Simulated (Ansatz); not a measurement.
System: GaI₂, charge 1, singlet. GaI2+ (SMILES [I][Ga+][I]).
B3LYP-D3(BJ)/def2-TZVP minimum from Ansatz (a program for electronic structure):
```xyz
3

Ga     0.0000     0.0000     0.0000
I      0.0000     0.0000    -2.3869
I      0.0000     0.0000     2.3869
```
Charge +1, spin multiplicity 1.

Total energies in def2-TZVPP, 16 correlated electrons, 32 frozen orbitals. Open shells are spin-unrestricted; no spin-orbit coupling. Cores are frozen in correlated methods (noble-gas shells, and filled d and f shells in the p block). Past Kr the def2 sets carry scalar-relativistic core potentials. Spin-orbit terms, left out, reach several kcal/mol for Br and I, and more for heavier atoms. The spin of GaI2+ ([I][Ga+][I], singlet) was assumed, and the state is the lowest solution found for it.

```
method    program  energy (Eh)  minus CCSDT(Q) (mEh)
--------  -------  -----------  --------------------
HF         Ansatz  -2516.41619                363.71
MP2        Ansatz  -2516.73162                 48.27
CCSD       Ansatz  -2516.76128                 18.62
CCSD(T)    Ansatz  -2516.77781                  2.09
CCSDT(Q)   Ansatz  -2516.77990                  0.00
```

Rough core times of Ansatz's runs on a shared machine: CCSD(T) 20 s, CCSDT(Q) 20 min.
